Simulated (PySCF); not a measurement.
Compound: C₈H₆F₂O.
Structure used (PBE0-D3(BJ)/def2-SVP), in Å, numbered top down from 1:
```
atom  x, y, z in Å
F1     3.0662    1.7476    0.0450
C2     2.0177    0.9325    0.0250
C3     2.1993   -0.4460    0.0120
C4     1.0942   -1.2992   -0.0131
C5    -0.1792   -0.7420   -0.0297
C6    -0.3590    0.6396   -0.0164
C7     0.7350    1.4863    0.0145
F8     0.5847    2.8061    0.0309
C9    -1.8277    0.9371   -0.0205
O10   -2.4423   -0.3085   -0.2636
C11   -1.5438   -1.3723   -0.0405
H12    3.2211   -0.8302    0.0189
H13    1.2409   -2.3814   -0.0224
H14   -2.1231    1.6513   -0.8075
H15   -2.1480    1.3649    0.9516
H16   -1.6661   -2.1227   -0.8403
H17   -1.7533   -1.8797    0.9240
```

Computed, not measured: PySCF 2.14.0, PBE0-D3(BJ)/def2-SVP geometry optimisation, gas phase.

Masses are those of the commonest isotopes; rigid-rotor values at the optimised geometry. The values belong to one conformer with, in the numbering `[F:1][c:2]1[cH:3][cH:4][c:5]2[c:6]([c:7]1[F:8])[CH2:9][O:10][CH2:11]2`, C5–C6–C9–O10 -10°, C6–C9–O10–C11 16°, C9–O10–C11–C5 -17°, C4–C5–C11–O10 -171°.

Task: What are A, B and C (GHz)?

Result: Ia = 236.41, Ib = 552.32, Ic = 781.31 u·Å²; 505379 MHz·u·Å²/I gives 2138, 915.0 and 646.8 MHz, that is A = 2.1377, B = 0.9150, C = 0.6468 GHz.

Task: What kind of rotor is it?

Result: An asymmetric top: κ = (2 × 915.0 − 2138 − 646.8)/(2138 − 646.8) = -0.64.

Task: Is it planar, by Δ = Ic − Ia − Ib?

Result: Not planar: Δ = Ic − Ia − Ib = -7.42 u·Å². For a rigid frame Δ = −2 Σ m c², so Σ m c² = 3.71 u·Å² lies off the ab plane: 3.23 from hydrogen and 0.48 from heavier atoms. The atom farthest from that plane is 1.04 Å away.

Task: Give the other two planar moments, Paa and Pbb, and the rms extents of the mass along the axes.

Result: Paa = Σ m a² = (Ib + Ic − Ia)/2 = 548.61 and Pbb = Σ m b² = (Ia + Ic − Ib)/2 = 232.70 u·Å². With the mass M = 156.04 u, the rms extents √(P/M) along a, b and c are 1.88, 1.22, 0.15 Å.

Task: Which lines would a microwave search look for?

Result: The dipole components are |μa| = 0.56 D, |μb| = 1.86 D, |μc| = 0.36 D. The squared components, which scale the intensities, stand as 0.09 : 1.00 : 0.04 (a : b : c). Some lines, for components of 0.1 D or more:

```tsv
type	branch	J(Ka,Kc)	MHz	lower level (cm⁻¹)
a	Q	5(2,3) ← 5(2,4)	1159	0.959
a	Q	4(1,3) ← 4(1,4)	2656	0.518
a	R	2(0,2) ← 1(0,1)	3084	0.052
b	R	4(1,3) ← 3(2,2)	3400	0.494
b	Q	5(2,3) ← 5(1,4)	3429	0.883
b	Q	5(1,4) ← 5(0,5)	4199	0.743
a	R	3(1,3) ← 2(1,2)	4260	0.188
b	R	5(1,4) ← 4(2,3)	5451	0.701
c	Q	5(3,3) ← 5(2,3)	5937	0.997
c	Q	4(3,2) ← 4(2,2)	6363	0.719
a	R	4(1,3) ← 3(1,2)	6693	0.384
c	R	2(2,1) ← 1(1,1)	7328	0.093
a	R	5(2,4) ← 4(2,3)	7722	0.701
b	Q	4(4,1) ← 4(3,2)	9436	0.931
c	R	4(2,2) ← 3(1,2)	10053	0.384
c	R	3(3,0) ← 2(2,0)	11457	0.339
b	R	4(3,2) ← 3(2,1)	12932	0.500
c	R	4(3,2) ← 3(2,2)	13124	0.494
b	R	5(3,3) ← 4(2,2)	14274	0.719
c	R	4(4,0) ← 3(3,0)	15749	0.721
b	R	4(4,0) ← 3(3,1)	15753	0.721
c	R	5(5,0) ← 4(4,0)	20027	1.246
b	R	5(5,0) ← 4(4,1)	20027	1.246
```

No PBE0-D3(BJ)/def2-SVP frequencies stand behind this structure, so it isn't proved a minimum. No vibrational averaging or centrifugal distortion is included, and the geometry carries the error of its method.
